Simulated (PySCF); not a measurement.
A structure optimised at PBE-D3(BJ)/def2-TZVPD, used in a PySCF frequency run:

```
Ag
F 1 1.9977
```

### Question
Write its SMILES, formula and point group.

### Answer
[F][Ag], AgF, C∞v

### Question
What are its rotational constants (standard atomic weights)?

### Answer
7.8396 GHz (linear rotor, B only)
